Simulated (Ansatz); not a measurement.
Reaction (formal exchange of groups at a C–C bond): `CC(C)CC(C)(C)C` + `CC(=O)CC(C)=O` → `CC(=O)C(C(C)=O)C(C)C` + `CC(C)(C)C`

Gas-phase electronic energies from Ansatz, PBE0-D4/def2-TZVP geometries. CCSD(T)/CBS adds triple-zeta CCSD(T) − MP2 to the extrapolated MP2 energy (def2 sets, frozen cores). DFT in def2-TZVPP. B3LYP here is the variant with VWN-RPA as its local correlation; programs differ in this. One conformer a species, not always the lowest.

`CC(C)CC(C)(C)C`:

Cartesian coordinates in Å:
```
C 1.513 -1.152 -1.145
C 1.308 0.283 -0.679
C 2.656 0.913 -0.347
C 0.381 0.440 0.527
C -1.100 0.026 0.428
C -1.291 -1.481 0.596
C -1.840 0.716 1.575
C -1.713 0.480 -0.894
H 0.611 -1.583 -1.578
H 1.827 -1.793 -0.315
H 2.293 -1.196 -1.910
H 0.878 0.850 -1.514
H 2.546 1.959 -0.047
H 3.139 0.381 0.478
H 3.332 0.878 -1.205
H 0.827 -0.086 1.382
H 0.399 1.503 0.795
H -0.861 -1.823 1.541
H -2.357 -1.728 0.608
H -0.831 -2.056 -0.207
H -1.400 0.448 2.540
H -2.893 0.423 1.593
H -1.793 1.804 1.476
H -2.787 0.275 -0.908
H -1.578 1.556 -1.042
H -1.267 -0.035 -1.748
```

`CC(=O)CC(C)=O`:

Cartesian coordinates in Å:
```
C 2.188 0.156 -0.387
C 1.059 -0.510 0.340
O 1.094 -0.778 1.514
C -0.190 -0.790 -0.485
C -1.080 0.442 -0.384
C -2.037 0.463 0.768
O -0.970 1.348 -1.171
H 2.605 -0.541 -1.120
H 2.963 0.461 0.313
H 1.810 1.015 -0.949
H -0.686 -1.665 -0.066
H 0.062 -0.942 -1.535
H -1.512 0.198 1.691
H -2.805 -0.300 0.613
H -2.505 1.442 0.856
```

`CC(=O)C(C(C)=O)C(C)C`:

Cartesian coordinates in Å:
```
C -1.200 -0.470 -2.119
C -0.208 0.520 -1.582
O 0.273 1.388 -2.266
C 0.144 0.429 -0.096
C -1.042 1.046 0.642
C -0.921 2.502 0.969
O -2.023 0.395 0.905
C 0.465 -0.988 0.388
C 0.781 -0.985 1.878
C 1.631 -1.571 -0.397
H -0.741 -1.460 -2.183
H -2.054 -0.560 -1.445
H -1.519 -0.161 -3.113
H 1.016 1.076 0.036
H -1.863 2.887 1.356
H -0.610 3.059 0.080
H -0.132 2.638 1.715
H -0.427 -1.603 0.232
H 1.029 -1.993 2.219
H 1.644 -0.345 2.089
H -0.064 -0.633 2.471
H 2.536 -0.977 -0.240
H 1.443 -1.600 -1.473
H 1.844 -2.592 -0.069
```

`CC(C)(C)C`:

Z-matrix (Å, degrees):
```
C
C 1 1.526
H 1 1.094 2 111.0
H 1 1.094 2 111.1 3 120.0
H 1 1.094 2 111.0 3 -120.0
C 2 1.526 1 109.5 3 -179.9
C 2 1.526 1 109.5 3 60.1
C 2 1.526 1 109.5 3 -59.9
H 6 1.094 2 111.0 1 60.1
H 6 1.094 2 111.0 1 -179.9
H 6 1.094 2 111.0 1 -59.9
H 7 1.094 2 111.1 1 -180.0
H 7 1.094 2 111.0 1 60.0
H 7 1.094 2 111.1 1 -59.9
H 8 1.094 2 111.0 1 -180.0
H 8 1.094 2 111.0 1 60.0
H 8 1.094 2 111.0 1 -60.0
```

| level | ΔE (eV) |
| --- | --- |
| PBE-D4 | -0.19 |
| r2SCAN-D4 | -0.22 |
| PBE0-D4 | -0.19 |
| r2SCAN | -0.21 |
| B3LYP | -0.16 |
| MP2/def2-TZVPP | -0.25 |
| CCSD(T)/def2-TZVPP | -0.22 |
| MP2/def2-QZVPP | -0.24 |

(1) What does CCSD(T)/CBS give? (An estimate is asked.)

Largest T1 diagnostic among the species: 0.015.

## Answers

(1) Ansatz gave: -0.21 eV. The listed levels differ from it by 0.02, -0.01, 0.02, 0.00, 0.05, -0.04, -0.01, -0.03 eV.

The D4 term adds −0.04 eV with B3LYP and −0.02 eV with PBE0; it sums over pairs of atoms, weighted by their polarisabilities, and B3LYP, whose exchange is more repulsive, gets the larger term. In def2-TZVPP, CCSD(T) changes the Hartree–Fock value by −0.05 eV (the triples alone add −0.01 eV) and MP2 by −0.07 eV.
